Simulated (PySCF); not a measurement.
## Yb(SH)2 at several levels of theory

Computed with PySCF 2.14.0 (density fitting, no spin-orbit coupling) at the geometry relaxed with PBE0:

```xyz
5
Yb(SH)2 (singlet in the valence; each metal's 4f electrons, 14 of them, lie in its core potential, out of spins and levels)
Yb    0.0000    0.0000    1.5176
S     2.4870    0.1287    0.5061
H     2.1293   -0.2293   -0.7486
S    -2.4870   -0.1287    0.5061
H    -2.1293    0.2293   -0.7486
```

| level | basis | state | HOMO (eV) | gap (eV) | charge on Yb1 (e) | population of f-type functions on Yb1 (polarisation alone where 4f lies in the core) | dipole about the centre of mass (D) | largest force component (eV/Å) |
| --- | --- | --- | --- | --- | --- | --- | --- | --- |
| PBE0 | Yb lcecp-0-SVP with ECP60, S def2-SVP, H def2-SVP | singlet | – | – | 0.65 | 0.01 | 4.26 | 0.00 |
| HF | the same | singlet | – | – | 0.89 | 0.01 | 4.95 | 0.46 |
| PBE | the same | singlet | – | – | 0.53 | 0.00 | 3.94 | 0.27 |

In the lcecp rows the 4f levels are missing from HOMO and gap, and the state counts the valence alone.

Charges are Mulliken's, which hang on the basis. The relaxation used the grid (50, 194), these runs (75, 302) or, all-electron (x2c bases, spin-free X2C Hamiltonian), (99, 590).

Task: What does PBE0 with Yb lcecp-0-TZVP with ECP60, S def2-TZVP, H def2-TZVP give here?

Result: state singlet, charge on Yb1 (e) 1.07, population of f-type functions on Yb1 (polarisation alone where 4f lies in the core) 0.01, dipole about the centre of mass (D) 4.65, largest force component (eV/Å) 0.20. Time: 8 s on 2 threads of Arm Neoverse V1, on a shared host, from free ions and atoms.

An lcecp potential fixes the number of 4f electrons, so in runs with it no electron can move into or out of that shell.
